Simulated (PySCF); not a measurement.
Ge(F)2(OH)(NH2) (F₂GeH₃NO), SMILES [Ge]([NH2])([F])([OH])[F]. Coordinates come from a PBE0-D3(BJ)/def2-SVP optimisation. The structure was generated by enumeration, and PubChem lists no compound with its InChIKey, so it may never have been made. Other conformers were not sampled.

Method: PySCF with PBE0-D3(BJ)/def2-SVP.

Harmonic wavenumbers (cm⁻¹): 110, 173, 219, 252, 263, 269, 295, 418, 706, 744, 776, 795, 876, 920, 1532, 3608, 3717, 3901. Rotational constants (GHz): 3.568, 3.460, 3.204; symmetry number 1.

### Question
Work out the zero-point energy and the ideal-gas rigid-rotor harmonic-oscillator thermochemistry at 298.15 K and 1 atm.

### Answer
ZPE = ½ Σ hcν = ½ × 19575 cm⁻¹ = 117.08 kJ/mol. H − E(el) = 138.73 kJ/mol. Entropy in J/(mol K): translation 170.70, rotation 110.87, vibration 67.91, total 349.48. G − E(el) = 34.53 kJ/mol. Cp = 108.41 J/(mol K). Modes under 150 cm⁻¹ make the vibrational entropy uncertain.
